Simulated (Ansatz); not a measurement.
Input for Ansatz (a first-principles code): R-CCSD(T)/cc-pVDZ on CH7GeN (SMILES [CH3][GeH2][NH2]), a point of a torsion scan. The run froze 16 orbitals, filled d shells among them.

Ansatz 0.2 input:
```yaml
crystal:
  periodic: [false, false, false]
  atoms:
    - {symbol: C, position_ang: [1.37188975, 0.49515459, 0.00801654]}
    - {symbol: Ge, position_ang: [-0.17112280, -0.74501324, -0.03103438]}
    - {symbol: N, position_ang: [-1.79829166, 0.04736998, 0.12376797]}
    - {symbol: H, position_ang: [2.30918588, -0.04240639, -0.09051546]}
    - {symbol: H, position_ang: [1.30721190, 1.21190954, -0.80758537]}
    - {symbol: H, position_ang: [1.39776605, 1.04956501, 0.94342985]}
    - {symbol: H, position_ang: [-0.11616377, -1.72947941, 1.10030220]}
    - {symbol: H, position_ang: [-0.23066205, -1.49027993, -1.33282692]}
    - {symbol: H, position_ang: [-2.03357276, 0.71995897, -0.59308641]}
    - {symbol: H, position_ang: [-2.00130425, 0.46924799, 1.01956498]}
basis:
  gaussian:
    orbitals: cc-pVDZ
magnetization: {spin_polarized: false}
correlation: {method: ccsd_t, electrons: outside_noble_gas}
scf: {lower_state_search: off}
```

Output:

```
WARN ansatz: RAYON_NUM_THREADS=1 ignored (pool sized by the plan → 1); use --threads N
Functional definition: HF
these checks for a lower state are left out or cut short: stability, starts, cluster_reference, orbital_swaps, neighbouring_geometries, increment
integrals: 0.10 GiB planned
895 factors; integrals over basis functions are off by at most 1.2e-3 eV
mean field: 0.20 GiB planned
mean field evaluation 1: about -59093.2143 eV, gradient 3.4e1 eV
mean field evaluation 2: about -59093.2215 eV, gradient 3.4e1 eV
mean field evaluation 4: about -59095.9180 eV, gradient 2.8e0 eV
mean field evaluation 8: about -59095.9469 eV, gradient 1.2e-4 eV
mean field -59095.94691754 eV, -2171.7359925481 hartree, gradient 1.8e-6 eV, S^2 0.000000; 0 other end points of the search recorded, 0 dependent functions left out
16 core orbitals not correlated
reference -59095.94691754 eV, -2171.7359925481 hartree; 10, 10 occupied and 64, 64 virtual orbitals, 895 factors
second order -11.52173930 eV of doubles, -0.00000000 eV of singles
coupled cluster: 0.23 GiB planned
cycle   1  -12.36554456 eV  change   -8.4e-1 eV  update   7.3e-2
cycle   2  -12.71376513 eV  change   -3.5e-1 eV  update   2.2e-2
cycle   3  -12.76546846 eV  change   -5.2e-2 eV  update   8.6e-3
cycle   4  -12.76506471 eV  change    4.0e-4 eV  update   2.2e-3
cycle   5  -12.76514225 eV  change   -7.8e-5 eV  update   8.8e-4
cycle   6  -12.76511568 eV  change    2.7e-5 eV  update   2.9e-4
cycle   7  -12.76503936 eV  change    7.6e-5 eV  update   1.1e-4
cycle   8  -12.76503604 eV  change    3.3e-6 eV  update   4.5e-5
cycle   9  -12.76503423 eV  change    1.8e-6 eV  update   1.5e-5
perturbative correction -0.31703950 eV, -0.0116509866 hartree
Total energy: -59109.02899126 eV, -2172.2167498900 hartree
Checks for a lower state left out: stability, starts, cluster_reference, orbital_swaps, neighbouring_geometries, increment
```

Self-consistency was reached.

Cost: roughly 4 core-seconds.
